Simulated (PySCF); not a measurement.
C3H5BO2, SMILES C1OCB(C=1)O.

Geometry: B3LYP-D3(BJ)/def2-SVP. The structure was generated by enumeration, and PubChem lists no compound with its InChIKey, so it may never have been made. The values are those of a single conformer.

These are PBE/def2-TZVP run with PySCF values and carry that method's errors.

Symmetry labels are those of the subgroup Cs that the program uses (full group Cs).

Computed valence orbital energies around the gap with their symmetry:
| orbital | symmetry | energy (eV) |
|---|---|---|
| HOMO−7 | A' | -11.03 |
| HOMO−6 | A' | -9.75 |
| HOMO−5 | A' | -9.04 |
| HOMO−4 | A' | -8.77 |
| HOMO−3 | A" | -8.66 |
| HOMO−2 | A" | -8.45 |
| HOMO−1 | A' | -6.86 |
| HOMO | A" | -5.65 |
| LUMO | A" | -1.39 |
| LUMO+1 | A' | -0.22 |
| LUMO+2 | A' | 0.72 |
| LUMO+3 | A" | 1.23 |
